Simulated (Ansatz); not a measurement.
Input file for Ansatz (an electronic-structure program): R-PBE/def2-TZVPPD on C2H3ClO (a complex), monomers drawn apart or pushed together. Files ending in .json are basis or fitting sets from the Basis Set Exchange.

Ansatz 0.2 input:
```yaml
crystal:
  periodic: [false, false, false]
  atoms:
    - {symbol: C, position_ang: [0.16091069, 0.53450818, 0.03766911]}
    - {symbol: O, position_ang: [-0.42834911, -0.07465605, -0.70153484]}
    - {symbol: C, position_ang: [1.09427449, 0.39929098, 3.22323465]}
    - {symbol: Cl, position_ang: [0.11193302, -1.03106120, 2.76104897]}
    - {symbol: H, position_ang: [0.58132316, 0.91794363, 4.02745590]}
    - {symbol: H, position_ang: [2.06806382, 0.05017873, 3.55301128]}
    - {symbol: H, position_ang: [1.18798903, 1.03724688, 2.34995354]}
basis:
  gaussian:
    orbitals: def2-TZVPPD.json
hamiltonian:
  xc: {name: PBE}
scf: {lower_state_search: off}
```

The head of its log:

```
WARN ansatz: RAYON_NUM_THREADS=1 ignored (pool sized by the plan → 1); use --threads N
Functional definition: PBE
these checks for a lower state are left out or cut short: stability, starts, cluster_reference, orbital_swaps, neighbouring_geometries, increment
integrals: 0.11 GiB planned
1033 factors; their error is unknown
mean field: 0.87 GiB planned
mean field evaluation 1: about -16675.9032 eV, gradient 6.3e1 eV
mean field evaluation 2: about -16658.1865 eV, gradient 1.1e2 eV
```

Q: Give the final energy of this run.

A: -613.1274 hartree.
